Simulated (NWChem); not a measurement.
## Total energies of CF (+1)

```
C
F 1 1.1535
```
Charge +1, spin multiplicity 1.

Program: NWChem. All single points use one geometry, from PBE0/def2-SVP, a minimum by its harmonic frequencies.

Basis set: def2-SVP (28 functions).

```
method   total energy (Ha)
-------  -----------------
RHF             -136.72753
MP2             -137.00087
B2PLYP          -137.22279
PBE             -137.18622
B3LYP           -137.32448
BP86            -137.32309
CCSD(T)         -137.02556
```

Total energies of different functionals aren't comparable as a measure of quality: only differences taken within one method are. 

The correlated methods keep 2 core orbitals frozen. B3LYP has NWChem's definition, with VWN1-RPA local correlation. The structure started from a generated list of species. Coupled-cluster values serve here as a point of comparison, not as the truth.
